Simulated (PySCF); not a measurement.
C5H12Si.
Geometry (PBE0-D3(BJ)/def2-SVP, Å), atoms numbered from 1 in this order:
```
atom  x, y, z in Å
C1     3.6721    0.0195   -0.5636
C2     2.5813   -0.6180   -0.1222
Si3    1.1660    0.2236    0.7671
C4    -0.4719   -0.0592   -0.1252
C5    -1.6827    0.5768    0.5566
C6    -2.9900    0.3323   -0.1825
H7     3.8087    1.0980   -0.4230
H8     4.4816   -0.5031   -1.0860
H9     2.5165   -1.7005   -0.3005
H10    1.0525   -0.3078    2.1654
H11    1.4707    1.6884    0.8509
H12   -0.6210   -1.1500   -0.2246
H13   -0.3674    0.3225   -1.1567
H14   -1.5185    1.6639    0.6592
H15   -1.7675    0.1928    1.5884
H16   -2.9518    0.7427   -1.2044
H17   -3.2021   -0.7456   -0.2690
H18   -3.8426    0.8002    0.3339
```

The calculation used PBE0-D3(BJ)/def2-SVP geometry optimisation, gas phase (PySCF).

Take the most abundant isotopes and a rigid rotor. The values belong to one conformer with, in the numbering `[CH2:1]=[CH:2][SiH2:3][CH2:4][CH2:5][CH3:6]`, C1–C2–Si3–C4 123°, C2–Si3–C4–C5 179°, Si3–C4–C5–C6 180°.

Problem. What are A, B and C (GHz)?

Solution. Ia = 53.06, Ib = 509.41, Ic = 530.03 u·Å²; 505379 MHz·u·Å²/I gives 9525, 992.1 and 953.5 MHz, that is A = 9.5254, B = 0.9921, C = 0.9535 GHz.

Problem. What kind of rotor is it?

Solution. A near-prolate asymmetric top. Ray's parameter κ = (2B − A − C)/(A − C) = -0.991; −1 is the prolate and +1 the oblate limit.

Problem. Is it planar, by Δ = Ic − Ia − Ib?

Solution. Not planar: Δ = Ic − Ia − Ib = -32.44 u·Å². For a rigid frame Δ = −2 Σ m c², so Σ m c² = 16.22 u·Å² lies off the ab plane: 11.46 from hydrogen and 4.76 from heavier atoms. The atom farthest from that plane is 1.38 Å away.

Problem. Give the other two planar moments, Paa and Pbb, and the rms extents of the mass along the axes.

Solution. Paa = Σ m a² = (Ib + Ic − Ia)/2 = 493.19 and Pbb = Σ m b² = (Ia + Ic − Ib)/2 = 36.84 u·Å². With the mass M = 100.07 u, the rms extents √(P/M) along a, b and c are 2.22, 0.61, 0.40 Å.

Problem. List the rotational levels J(Ka,Kc) to J = 5 (cm⁻¹).

Solution. Above 0(0,0):
J = 1: 1(0,1) 0.0649, 1(1,1) 0.3495, 1(1,0) 0.3508
J = 2: 2(0,2) 0.1947, 2(1,2) 0.4780, 2(1,1) 0.4819, 2(2,1) 1.3358, 2(2,0) 1.3358
J = 3: 3(0,3) 0.3894, 3(1,3) 0.6708, 3(1,2) 0.6785, 3(2,2) 1.5305, 3(2,1) 1.5305, 3(3,1) 2.9570, 3(3,0) 2.9570
J = 4: 4(0,4) 0.6489, 4(1,4) 0.9278, 4(1,3) 0.9407, 4(2,3) 1.7901, 4(2,2) 1.7902, 4(3,2) 3.2166, 4(3,1) 3.2166, 4(4,1) 5.2135, 4(4,0) 5.2135
J = 5: 5(0,5) 0.9733, 5(1,5) 1.2491, 5(1,4) 1.2684, 5(2,4) 2.1146, 5(2,3) 2.1147, 5(3,3) 3.5411, 5(3,2) 3.5411, 5(4,2) 5.5380, 5(4,1) 5.5380, 5(5,1) 8.1056, 5(5,0) 8.1056
The levels of one J sum to (2J + 1)J(J + 1)(A + B + C)/3.

Problem. Predict some low-J microwave lines.

Solution. The dipole components are |μa| = 0.13 D, |μb| = 0.73 D, |μc| = 0.04 D. Intensities carry the squares of the components, which stand as 0.03 : 1.00 : 0.00 (a : b : c). Some lines, for components of 0.1 D or more:

```
type  branch         J(Ka,Kc)    MHz  lower level (cm⁻¹)
   a       R  2(1,2) ← 1(1,1)   3853               0.350
   a       R  3(1,3) ← 2(1,2)   5779               0.478
   a       R  3(2,1) ← 2(2,0)   5837               1.336
   a       R  3(1,2) ← 2(1,1)   5895               0.482
   b       Q  1(1,0) ← 1(0,1)   8572               0.065
   b       Q  2(1,1) ← 2(0,2)   8611               0.195
   b       Q  3(1,2) ← 3(0,3)   8669               0.389
   b       R  1(1,1) ← 0(0,0)  10479               0.000
   b       R  2(1,2) ← 1(0,1)  12386               0.065
   b       R  3(1,3) ← 2(0,2)  14274               0.195
   b       Q  3(2,1) ← 3(1,2)  25543               0.679
   b       Q  2(2,0) ← 2(1,1)  25600               0.482
   b       Q  2(2,1) ← 2(1,2)  25716               0.478
   b       Q  3(2,2) ← 3(1,3)  25774               0.671
   b       R  3(2,2) ← 2(1,1)  31437               0.482
   b       R  3(2,1) ← 2(1,2)  31553               0.478
   b       Q  3(3,1) ← 3(2,2)  42763               1.531
   b       R  3(3,0) ← 2(2,1)  48600               1.336
```

Problem. Estimate the classical rotational partition function at 50 K, 200 K and 298.15 K.

Solution. Point group C1, symmetry number σ = 1; q = (√π/σ)·√((kT/h)³/(ABC)), k/h = 20836.6 MHz/K: 19900 at 50 K, 159000 at 200 K, 289000 at 298.15 K.

PBE0-D3(BJ)/def2-SVP frequencies: not computed here. Constants of a rigid frame at the computed geometry: no zero-point averaging, no centrifugal distortion. A rigid rotor knows nothing of internal rotation, which can split or shift real lines.
